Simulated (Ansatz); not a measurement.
CHN, charge +1, doublet, geometry from GFN2-xTB (a state made from the parent by changing its charge; the spin is typed, not shown lowest); HF/6-31G** in Ansatz (a quantum-chemistry and plane-wave program).

Here is a job for Ansatz.
Ansatz 0.2 input:
```yaml
crystal:
  periodic: [false, false, false]
  atoms:
    - {symbol: C, position_ang: [-0.00000000, -0.00000000, -0.48313248]}
    - {symbol: N, position_ang: [0.00000000, 0.00000000, 0.64166810]}
    - {symbol: H, position_ang: [-0.00000000, -0.00000000, -1.59288180]}
basis:
  gaussian:
    orbitals: 6-31G__.json
hamiltonian:
  xc: hf
total_charge: 1
magnetization: {spin_polarized: true, initial_magnetization: 1}
accuracy: high
```
The basis file holds 6-31G** in the JSON format of the Basis Set Exchange.

### Question
Write the output that Ansatz gives for this input, abridged.

### Answer

```
Functional definition: HF
644 factors; integrals over basis functions are off by at most 3.5e-9 eV
mean field evaluation 1: about -2511.4093 eV, gradient 2.2e1 eV
mean field evaluation 2: about -2511.4135 eV, gradient 2.2e1 eV
mean field evaluation 4: about -2514.4443 eV, gradient 4.0e0 eV
mean field evaluation 8: about -2514.8845 eV, gradient 7.6e-1 eV
mean field evaluation 16: about -2514.9273 eV, gradient 2.7e-8 eV
mean field evaluation 32: about -2514.3515 eV, gradient 1.1e1 eV
mean field evaluation 64: about -2514.8752 eV, gradient 9.8e-1 eV
mean field evaluation 96: about -2514.8800 eV, gradient 7.5e-1 eV
mean field -2515.10571584 eV, -92.4284302573 hartree, gradient 1.0e-8 eV, S^2 0.753789; 2 other end points of the search recorded, 0 dependent functions left out
reference -2515.10571584 eV, -92.4284302573 hartree; 7, 6 occupied and 28, 29 virtual orbitals, 644 factors
Total energy: -2515.10571584 eV, -92.4284302573 hartree
```
